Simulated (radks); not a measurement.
B4+, 1 electrons, occupied as 1s1.

Calculated with a radial shooting solver on a logarithmic mesh with Libxc functionals: non-relativistic Kohn-Sham, PBE, spin-polarised, spherical densities, point nucleus; open shells are filled with parallel spins first.

Energy parts (hartree):
part                     energy
total                 -12.47419
kinetic                12.46792
electron-nucleus      -24.96718
Hartree                 1.55628
exchange-correlation   -1.53122

Orbitals (lengths in bohr, moments of r in powers of bohr; <r^-3> diverges for s and p1/2; r(max) is where P^2 peaks):
| orbital | occ. | eigenvalue (hartree) | <r> | <r^-3> | <r^2> | r(max) |
|---|---|---|---|---|---|---|
| 1s up | 1 | -11.34002 | 0.3017 | - | 0.1219 | 0.1993 |

The highest occupied level is 1s up at -308.58 eV. For comparison, the ionisation energy in NIST's Atomic Spectra Database is 340.23 eV (theoretical). In exact Kohn-Sham theory the highest level is minus the ionisation energy, but local and semilocal functionals leave it too shallow, through self-interaction and a potential that decays too fast; potentials with the right tail come closer. The spin density at the nucleus is 40.10 e/bohr^3 (1s 40.10), a Fermi contact field of 2.1e+03 T. Summed over all electrons, <r^2> = 0.1219 bohr^2, which gives a Langevin (diamagnetic) susceptibility term of -0.0965 x 10^-6 cm^3/mol. Spin moment in Bohr magnetons: 1.
